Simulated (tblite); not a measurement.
C6H10FO (doublet state).
Atom-mapped SMILES: `[CH3:1][CH2:2][C@@H:3]1[CH2:4][O:5][C@H:6]1[CH:7][F:8]` (hydrogens: H9, H10, H11 on C1; H12, H13 on C2; H14 on C3; H15, H16 on C4; H17 on C6; H18 on C7)

Cartesian coordinates in Å at the GFN2-xTB level; atoms count from 1:
```
atom  x, y, z in Å
C1     1.7119   -1.3510    0.0343
C2     1.3833    0.1013    0.3606
C3     0.1001    0.5480   -0.3148
C4    -0.4686    1.9179    0.0634
O5    -1.7009    1.3369    0.4904
C6    -1.2354   -0.0108    0.2831
C7    -2.0956   -0.7970   -0.5880
F8    -2.3926   -2.0626   -0.2430
H9     2.6332   -1.6507    0.5269
H10    0.9121   -2.0081    0.3677
H11    1.8364   -1.4823   -1.0380
H12    1.2880    0.2229    1.4419
H13    2.1959    0.7496    0.0225
H14    0.1567    0.3911   -1.3925
H15    0.0467    2.4146    0.8912
H16   -0.6164    2.6258   -0.7554
H17   -1.0807   -0.5349    1.2347
H18   -2.6828   -0.4043   -1.3967
```

Calculated harmonic vibrations of the isolated species, GFN2-xTB (tblite), most abundant isotopes, no scaling. Errors from tens to a few hundred cm⁻¹ against measured bands are possible. One conformer, not necessarily the lowest. Open shells enter through the occupations alone, without spin polarisation, and single modes of such species can be off by tens of per cent.

Harmonic wavenumbers (cm⁻¹): 52.0, 66.9, 100.6, 177.9, 207.3, 241.4, 272.3, 327.7, 411.7, 427.1, 466.8, 725.0, 816.3, 880.2, 942.0, 974.3, 992.3, 1042.5, 1055.7, 1078.3, 1108.2, 1110.5, 1127.9, 1144.4, 1150.8, 1184.6, 1199.9, 1223.0, 1247.4, 1255.7, 1294.3, 1346.6, 1355.2, 1416.6, 1478.6, 1486.7, 1499.5, 1502.9, 2891.1, 2925.5, 2955.1, 2963.5, 2977.5, 2984.7, 3039.5, 3042.9, 3047.6, 3141.2.

A = 2314, B = 1698, C = 1057 MHz; mass 117.072 u (most abundant isotopes); point group C1, symmetry number 1; spin multiplicity 2.

Question: What is the zero-point energy?

Answer: Half the sum of the wavenumbers: 32180 cm⁻¹ = 384.95 kJ/mol.

Question: Entropy at 273.15 K, 1 bar (ideal gas, RRHO, classical rotation)?

Answer: Translation 166.43, rotation 119.15, vibration 98.79, spin (R ln 2) 5.76: S = 390.1 J/(mol K).

Question: And Cp and H(273.15 K) − H(0)?

Answer: Cp = 132.83 J/(mol K), of which vibrations give 99.57 (their classical limit is 48 R = 399.1); H(273.15 K) − H(0) = 23.22 kJ/mol without the zero-point energy, 14.13 from vibrations.

Question: Blend soft modes into free rotors: weight 1/[1 + (100 cm⁻¹/ν̃)⁴] for the oscillator and the rest for a rotor with moment μB/(μ + B), μ = h/(8π²ν), B = 10⁻⁴⁴ kg m². What vibrational entropy results?

Answer: 90.23 J/(mol K) in place of 98.79, which changes −T·S at 273.15 K by +2.34 kJ/mol.

Question: What must be added to the electronic energy to get the Gibbs energy at 273.15 K and 1 bar?

Answer: ZPE + [H(273.15 K) − H(0)] − T·S = 384.95 + 23.22 − 106.57 = 301.60 kJ/mol.

Question: Which modes carry the vibrational entropy at 273.15 K?

Answer: 52.0 cm⁻¹: 19.11; 66.9 cm⁻¹: 17.03; 100.6 cm⁻¹: 13.69; 177.9 cm⁻¹: 9.15; 207.3 cm⁻¹: 7.98; 241.4 cm⁻¹: 6.86 J/(mol K); the other 42 give 24.97 together.

Hindered rotation and anharmonicity are outside this model. Other conformers, if any are populated, would add a mixing term that is left out. The structure is chiral; the term R ln 2 for an equal mix with its mirror image is left out.
